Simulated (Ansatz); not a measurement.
Reaction (cleavage of the Si–Si bond): `O=C[SiH2][SiH2][SiH3]` + `[NH2][In]([OH])[SH]` → `[NH2][In]([SH])[O][SiH3]` + `O=C[SiH2][SiH3]`

Program: Ansatz. Geometries: PBE0-D4/def2-TZVP. ΔE: electronic, gas phase. CBS: MP2 limit from def2 TZ/QZ plus the TZ coupled-cluster correction, frozen cores. Elements past krypton have def2 core potentials. For In outer-core shells are correlated without core-valence functions, which leaves a few kJ/mol of doubt a bond. Each species was taken in one conformer, which may not be the lowest.

```csv
species,CCSD(T)/CBS(def2) energy (Eh)
`O=C[SiH2][SiH2][SiH3]`,-985.23207
`[NH2][In]([OH])[SH]`,-719.93709
`[NH2][In]([SH])[O][SiH3]`,-1010.25817
`O=C[SiH2][SiH3]`,-694.94742
```

Problem. Work out ΔE.

Solution. ΔE = (-1010.25817) + (-694.94742) − (-985.23207) − (-719.93709) = -0.03643 Eh = -22.9 kcal/mol.

Largest T1 diagnostic among the species: 0.016.

From PBE to PBE0 (25 % exact exchange), in def2-TZVPP and without D4, ΔE moves by −2.0 kcal/mol. The D4 term adds +1.3 kcal/mol with B3LYP and +0.7 kcal/mol with PBE0; it sums over pairs of atoms, weighted by their polarisabilities, and B3LYP, whose exchange is more repulsive, gets the larger term. In def2-TZVPP, CCSD(T) changes the Hartree–Fock value by +7.2 kcal/mol (the triples alone add +1.0 kcal/mol) and MP2 by +5.7 kcal/mol.

B3LYP here is the variant with VWN-RPA as its local correlation; programs differ in this.
